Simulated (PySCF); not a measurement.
CH6SiTe, SMILES [Te](C)[SiH3] at its B3LYP/def2-SVP optimised geometry (Å):

```
9

Te    -0.9042    -0.5842     0.0000
C     -1.0866     1.6007     0.0000
H     -0.6345     2.0121    -0.9108
H     -0.6101     2.0140     0.8974
H     -2.1622     1.8203     0.0147
Si     1.6162    -0.5842     0.0000
H      2.1615     0.1006     1.2090
H      2.1622     0.0960    -1.2113
H      2.0377    -2.0140     0.0029
```

Calculation: B3LYP/def2-TZVP, def2 effective core potentials past Kr (PySCF). The core electrons that the potentials of Te replace are not part of the density. Cells within 0.4 Å of a nucleus heavier than hydrogen are left out (blank, or x).

Map of the deformation density (molecule minus spherical neutral atoms) (e/bohr³) on the plane z = 0.0 Å:

```
|111111111111111111111111111|
|111111111111111111111111111|
|111111111111111111111111111|
|111111111111111111111111111|
|111111111111111111111111111|
|111111111000111111111111111|
|111110011001111111111111111|
|111110144112111111111111111|
|111110199xx3101111111111111|
|111110135xx1000111111111111|
|111111111232101111111111111|
|111111111232111100011111111|
|111111101121001100011111111|
|111111100100011100010011111|
|1111111111xx11321xx00001111|
|1111111120xx12331xx00001111|
|111111112200112211111011111|
|111111111221011112442111111|
|111111111110001112673111111|
|111111111111011112462111111|
|111111111111111111111111111|
|111111111111111111111111111|
|111111111111111111111111111|
|111111111111111111111111111|
|111111111111111111111111111|
|111111111111111111111111111|
|111111111111111111111111111|
```
Scale: ten equal steps from -0.017 (start of '0') to 0.108 (end of '9'), in the order '0123456789'; x runs from -4.50 to 4.50, y from -4.50 (bottom) to 4.50 (top).
